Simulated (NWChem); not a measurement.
System: C₄H₂BCl; SMILES C(#C)B(Cl)C#C

NWChem input:

```
start job
memory heap 200 mb stack 900 mb global 1100 mb
geometry units angstroms noautoz
  B      0.006150    -0.000086     0.000000
  C      0.746716     1.326284     0.000000
  C      1.357245     2.394616     0.000000
  H      1.889692     3.337088     0.000000
  C      0.744405    -1.327743     0.000000
  C      1.353061    -2.397143     0.000000
  H      1.883723    -3.340633     0.000000
  Cl    -1.765449     0.001400     0.000000
end
basis spherical
  * library def2-svp
end
dft
  xc xpbe96 cpbe96
  iterations 150
  mulliken
end
task dft energy
```

Excerpt of the output:

```
             Northwest Computational Chemistry Package (NWChem) 7.3.0
             --------------------------------------------------------

 C2V symmetry detected

                             Geometry "geometry" -> ""
                             -------------------------

 Output coordinates in angstroms (scale by  1.889725989 to convert to a.u.)

  No.       Tag          Charge          X              Y              Z
 ---- ---------------- ---------- -------------- -------------- --------------
    1 B                    5.0000     0.00000000     0.00000000     0.02698136
    2 C                    6.0000     1.32701399     0.00000000     0.76639214
    3 C                    6.0000     2.39588039     0.00000000     1.37598486
    4 H                    1.0000     3.33886181     0.00000000     1.90753961
    5 C                    6.0000    -1.32701399     0.00000000     0.76639214
    6 C                    6.0000    -2.39588039     0.00000000     1.37598486
    7 H                    1.0000    -3.33886181     0.00000000     1.90753961
    8 Cl                  17.0000     0.00000000     0.00000000    -1.74461824

 Effective nuclear repulsion energy (a.u.)     191.6368160974

      Symmetry information
      --------------------

 Group name             C2v
 Group number             16
 Group order               4
 No. of unique centers     5

  pbe96 is a nonlocal functional; adding pw91lda local functional.

                                 NWChem DFT Module
                                 -----------------

 Summary of "ao basis" -> "ao basis" (spherical)
 ------------------------------------------------------------------------------
       Tag                 Description            Shells   Functions and Types
 ---------------- ------------------------------  ------  ---------------------
 B                          def2-svp                 6       14   3s2p1d
 C                          def2-svp                 6       14   3s2p1d
 H                          def2-svp                 3        5   2s1p
 Cl                         def2-svp                 8       18   4s3p1d

      Symmetry analysis of basis
      --------------------------

        a1         40
        a2         11
        b1         31
        b2         16

            General Information
            -------------------
          SCF calculation type: DFT
          Wavefunction type:  closed shell.
          No. of atoms     :     8
          No. of electrons :    48
           Alpha electrons :    24
            Beta electrons :    24
          Charge           :     0
          Spin multiplicity:     1
          Use of symmetry is: on ; symmetry adaption is: on
          Maximum number of iterations: 150
          AO basis - number of functions:    98
                     number of shells:    44
          Convergence on energy requested:  1.00D-06
          Convergence on density requested:  1.00D-05
          Convergence on gradient requested:  5.00D-04

              XC Information
              --------------
          PerdewBurkeErnzerhof Exchange Functional  1.000
            Perdew 1991 LDA Correlation Functional  1.000 local
           PerdewBurkeErnz. Correlation Functional  1.000 non-local

             Grid Information
             ----------------
          Grid used for XC integration:  medium
          Radial quadrature: Mura-Knowles
          Angular quadrature: Lebedev.
          Tag              B.-S. Rad. Rad. Pts. Rad. Cut. Ang. Pts.
          ---              ---------- --------- --------- ---------
          B                   0.85       49          10.0       434
          C                   0.70       49          13.0       434
          H                   0.35       45          14.0       434
          Cl                  1.00       88          12.0       590
          Grid pruning is: on
          Number of quadrature shells:   280
          Spatial weights used:  Erf1

      Superposition of Atomic Density Guess
      -------------------------------------

 Sum of atomic energies:        -635.32531401

      Non-variational initial energy
      ------------------------------

 Total energy =    -637.889031
 1-e energy   =   -1250.022860
 2-e energy   =     420.497013
 HOMO         =      -0.338917
 LUMO         =      -0.079002

      Symmetry analysis of molecular orbitals - initial
      -------------------------------------------------

  Numbering of irreducible representations:

     1 a1          2 a2          3 b1          4 b2

  Orbital symmetries:

     1 a1          2 a1          3 b1          4 a1          5 b1
     6 a1          7 a1          8 b1          9 b2         10 a1
    11 a1         12 b1         13 a1         14 a1         15 b1
    16 a1         17 b1         18 a1         19 b2         20 b1
    21 b2         22 a1         23 a2         24 b1         25 b2
    26 a1         27 a2         28 b1         29 a1         30 b1
    31 a1         32 b2         33 a1         34 b1

     ---------------------------------------------
      Total Density - Mulliken Population Analysis
     ---------------------------------------------

    Atom       Charge   Shell Charges
 -----------   ------   -------------------------------------------------------
    1 B    5     4.58   1.99  0.90  0.16  1.17  0.27  0.09
    2 C    6     6.15   1.99  1.01  0.38  1.98  0.78  0.03
    3 C    6     6.06   1.99  0.98  0.54  1.81  0.71  0.03
    4 H    1     0.87   0.62  0.22  0.03
    5 C    6     6.15   1.99  1.01  0.38  1.98  0.78  0.03
    6 C    6     6.06   1.99  0.98  0.54  1.81  0.71  0.03
    7 H    1     0.87   0.62  0.22  0.03
    8 Cl  17    17.25   2.00  1.99  1.22  0.70  5.94  2.15  3.23  0.01

   convergence    iter        energy       DeltaE   RMS-Dens  Diis-err
 ---------------- ----- ----------------- --------- --------- ---------
 d= 0,ls=0.0,diis     1   -637.8134987148 -8.29D+02  1.45D-02  6.73D-01
 d= 0,ls=0.0,diis     2   -637.7915677956  2.19D-02  1.06D-02  7.03D-01
 d= 0,ls=0.0,diis     3   -637.8581271014 -6.66D-02  4.97D-03  2.65D-01
 d= 0,ls=0.0,diis     4   -637.8688784572 -1.08D-02  2.72D-03  1.89D-01
 d= 0,ls=0.0,diis     5   -637.8949900587 -2.61D-02  8.06D-04  3.84D-03
  Resetting Diis
 d= 0,ls=0.0,diis     6   -637.8954536334 -4.64D-04  2.21D-04  3.78D-04
 d= 0,ls=0.0,diis     7   -637.8955191612 -6.55D-05  8.01D-05  9.27D-06
 d= 0,ls=0.0,diis     8   -637.8955168761  2.29D-06  5.51D-05  2.24D-05
 d= 0,ls=0.0,diis     9   -637.8955206589 -3.78D-06  9.86D-06  7.11D-07
 d= 0,ls=0.0,diis    10   -637.8955207017 -4.28D-08  4.00D-06  5.16D-07

         Total DFT energy =     -637.895520701685
      One electron energy =    -1254.201870113993
           Coulomb energy =      478.766119159195
    Exchange-Corr. energy =      -54.096585844282
 Nuclear repulsion energy =      191.636816097394

 Numeric. integr. density =       48.000000241811

                  Occupations of the irreducible representations
                  ----------------------------------------------

                     irrep           alpha         beta
                     --------     --------     --------
                     a1               12.0         12.0
                     a2                1.0          1.0
                     b1                8.0          8.0
                     b2                3.0          3.0

                       DFT Final Molecular Orbital Analysis
                       ------------------------------------

 Vector   22  Occ=2.000000D+00  E=-2.681784D-01  Symmetry=a1
              MO Center= -6.7D-14, -1.2D-16,  8.5D-01, r^2= 5.0D+00
   Bfn.  Coefficient  Atom+Function         Bfn.  Coefficient  Atom+Function
  ----- ------------  ---------------      ----- ------------  ---------------
    20      0.276929  2 C  pz                53      0.276929  5 C  pz
    34      0.245543  3 C  pz                67      0.245543  6 C  pz
    93      0.186680  8 Cl pz                32     -0.161962  3 C  px
    65      0.161962  6 C  px                37      0.147421  3 C  pz
    70      0.147421  6 C  pz                90      0.141152  8 Cl pz

 Vector   23  Occ=2.000000D+00  E=-2.666228D-01  Symmetry=a2
              MO Center=  4.0D-13,  4.5D-17,  1.1D+00, r^2= 4.9D+00
   Bfn.  Coefficient  Atom+Function         Bfn.  Coefficient  Atom+Function
  ----- ------------  ---------------      ----- ------------  ---------------
    33      0.316131  3 C  py                66     -0.316131  6 C  py
    19      0.299703  2 C  py                52     -0.299703  5 C  py
    36      0.183789  3 C  py                69     -0.183789  6 C  py
    22      0.164442  2 C  py                55     -0.164442  5 C  py

 Vector   24  Occ=2.000000D+00  E=-2.526913D-01  Symmetry=b1
              MO Center=  6.8D-14,  1.0D-16,  7.1D-01, r^2= 5.6D+00
   Bfn.  Coefficient  Atom+Function         Bfn.  Coefficient  Atom+Function
  ----- ------------  ---------------      ----- ------------  ---------------
    34      0.272326  3 C  pz                67     -0.272326  6 C  pz
    91      0.262725  8 Cl px                20      0.231049  2 C  pz
    53     -0.231049  5 C  pz                88      0.199502  8 Cl px
    37      0.173821  3 C  pz                70     -0.173821  6 C  pz
    32     -0.151289  3 C  px                65     -0.151289  6 C  px

 Vector   25  Occ=0.000000D+00  E=-1.241484D-01  Symmetry=b2
              MO Center= -1.3D-14, -6.1D-16,  5.0D-01, r^2= 4.8D+00
   Bfn.  Coefficient  Atom+Function         Bfn.  Coefficient  Atom+Function
  ----- ------------  ---------------      ----- ------------  ---------------
     5      0.474748  1 B  py                33      0.298709  3 C  py
    66      0.298709  6 C  py                36      0.295925  3 C  py
    69      0.295925  6 C  py                 8     -0.270279  1 B  py
    92      0.269974  8 Cl py                89      0.165552  8 Cl py
    22     -0.107413  2 C  py                55     -0.107413  5 C  py

[...]
```

Level: PBE/def2-SVP. The geometry was optimised at PBE-D3(BJ)/def2-SVP.
